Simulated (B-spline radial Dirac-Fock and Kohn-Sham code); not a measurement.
# Isotope-shift constants of the inner levels of Zn

System: the Zn atom, configuration 1s2 2s2 2p6 3s2 3p6 3d10 4s2.

Method: first-order field-shift and mass-shift constants from Dirac-Fock ground and hole states with a Fermi nucleus; the mass shift has no relativistic recoil terms. Computed with a radial atomic solver. A binding energy shifts by δE = F·δ⟨r²⟩ + (K_N + K_S)·δ(1/M); F is taken for a change of radius at fixed skin thickness and so holds the higher radial moments.

| level | F (meV/fm²) | K_N (meV u) | K_S (meV u) |
| --- | --- | --- | --- |
| K (1s) | -6.511 | -5313 | 2073 |
| L1 (2s) | -0.6369 | -662.6 | -210.3 |
| L2 (2p1/2) | 0.05392 | -577.8 | 621.3 |
| L3 (2p3/2) | 0.05696 | -564.7 | 589.0 |
| M1 (3s) | -0.09048 | -82.32 | -70.17 |
| M2 (3p1/2) | 0.01008 | -54.97 | 62.46 |
| M3 (3p3/2) | 0.01055 | -53.28 | 55.35 |
| M4 (3d3/2) | 0.007060 | -8.171 | 30.89 |
| M5 (3d5/2) | 0.007001 | -7.979 | 30.37 |

Line shifts in meV from A = 64 (mass 63.9291 u, rms radius 3.9283 fm); radii from Angeli and Marinova (2013).

| A | mass (u) | radius (fm) | Kα1 | Kα2 | Kβ1 | Lα1 |
| --- | --- | --- | --- | --- | --- | --- |
| 66 | 65.9260 | 3.9491 | +0.47 | +0.48 | +0.47 | +0.01 |
| 67 | 66.9271 | 3.953 | +1.01 | +1.02 | +1.00 | +0.01 |
| 68 | 67.9248 | 3.9658 | +1.06 | +1.08 | +1.05 | +0.01 |
| 70 | 69.9253 | 3.9845 | ? | ? | ? | ? |

Q: What are the shifts for A = 70?

A: Kα1 +1.46 meV (field -2.92, mass +4.38); Kα2 +1.49 meV (field -2.92, mass +4.40); Kβ1 +1.45 meV (field -2.90, mass +4.35); Lα1 +0.02 meV (field +0.02, mass 0.00).
